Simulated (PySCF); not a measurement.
# How good is the calculation?

Bonds (- single, = double, # triple, : aromatic): N1-C2 1.374 Å, C2:C3 1.395 Å, C3:C4 1.382 Å, C4:C5 1.384 Å, C5:C6 1.386 Å, C6:C7 1.376 Å, C7-F8 1.362 Å, C7:C2 1.398 Å. N1 carries H9, H10; C3 carries H11; C4 carries H12; C5 carries H13; C6 carries H14.

Level of theory: shieldings: GIAO PBE0/pcSseg-1, GFN2-xTB geometry, in PySCF 2.14 (no relativistic terms, one averaged value for each set of equivalent atoms, one conformer, no solvent model).

Reference values: measured (solution, DMSO-d6; Viesser, Ducati, Tormena, Autschbach, PCCP 2018 (ESI)).
```json
{"atoms": "C7", "quantity": "δ ¹³C", "reference": "150.7", "computed": "159.3", "computed, scaled": "153.6"}
```

Reference values: measured (solution, CDCl3; Viesser, Ducati, Tormena, Autschbach, PCCP 2018 (ESI)).
```csv
atoms,quantity,reference,computed,"computed, scaled"
C7,δ ¹³C,151.9,159.3,153.6
```

Computed shifts are σ(ref) − σ with the named reference compound (TMS for H and C) calculated as an isolated molecule at the same level. The measured values may be among those fitted. Scaled to experiment by linear calibration (H and C: mostly CDCl3 data, vs TMS): ¹³C (scatter 2.1 ppm rms, 2.3 ppm with the 2 outliers that the fit left out). A few per cent of atoms miss by over 2 rms, more outside the fitted compound classes.

How far are the unscaled ¹³C shifts from the references?

Results:

Mean signed difference +8.00 ppm, mean absolute 8.00 ppm over 2 comparisons; the largest is +8.6 ppm at C7 (aromatic carbon bearing fluorine).

2 of the 3 published NMR values on file for this molecule are compared. The rest: values from further sources.
